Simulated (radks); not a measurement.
Results of a calculation; reference values are marked as such.
Species: Cs XXXIX. Configuration: [Ne] 3s2 3p4.75 4f0.25 (fractional occupations, a model configuration). Level of theory: Dirac Kohn-Sham, PBEsol, spin-unpolarised, spherical densities, finite nucleus; open shells are shared between the two j in proportion to 2j + 1; Fermi nuclear charge, rms radius 4.8041 fm (a radial shooting solver on a logarithmic mesh with Libxc functionals).

Unscreened Slater integrals over Kohn-Sham orbitals (hartree). Large and small components are both included. Empty in this configuration: 3d3/2.

integral           value
F0(4f7/2,4f7/2)   2.0523
F2(4f7/2,4f7/2)   1.1352
F4(4f7/2,4f7/2)  0.75428
F6(4f7/2,4f7/2)  0.55657
F0(4f7/2,4f5/2)   2.0559
F2(4f7/2,4f5/2)   1.1364
F4(4f7/2,4f5/2)  0.75488
G2(4f7/2,4f5/2)   1.1307
G4(4f7/2,4f5/2)  0.75125
G6(4f7/2,4f5/2)  0.55431
F0(4f7/2,3p3/2)   2.4148
F2(4f7/2,3p3/2)   1.0812
G2(4f7/2,3p3/2)  0.89392
G4(4f7/2,3p3/2)  0.60445
F0(4f7/2,3p1/2)   2.4298
G4(4f7/2,3p1/2)  0.57587
F0(4f7/2,3d3/2)   2.4701
F2(4f7/2,3d3/2)  0.95335
G3(4f7/2,3d3/2)  0.56120
G5(4f7/2,3d3/2)  0.39234
F0(4f5/2,4f5/2)   2.0596
F2(4f5/2,4f5/2)   1.1376
F4(4f5/2,4f5/2)  0.75551
F0(4f5/2,3p3/2)   2.4224
F2(4f5/2,3p3/2)   1.0873
G2(4f5/2,3p3/2)  0.89645
G4(4f5/2,3p3/2)  0.60593
F0(4f5/2,3p1/2)   2.4376
G2(4f5/2,3p1/2)  0.86240
F0(4f5/2,3d3/2)   2.4788
F2(4f5/2,3d3/2)  0.96053
G1(4f5/2,3d3/2)  0.94466
G3(4f5/2,3d3/2)  0.56899
F0(3p3/2,3p3/2)   3.3624
F2(3p3/2,3p3/2)   1.6856
F0(3p3/2,3p1/2)   3.4185
G2(3p3/2,3p1/2)   1.6955
F0(3p3/2,3d3/2)   3.5556
F2(3p3/2,3d3/2)   1.6922
G1(3p3/2,3d3/2)   1.7471
G3(3p3/2,3d3/2)   1.1815
F0(3p1/2,3p1/2)   3.4788
F0(3p1/2,3d3/2)   3.6268
G1(3p1/2,3d3/2)   1.8721
F0(3d3/2,3d3/2)   3.8882
F2(3d3/2,3d3/2)   2.0080
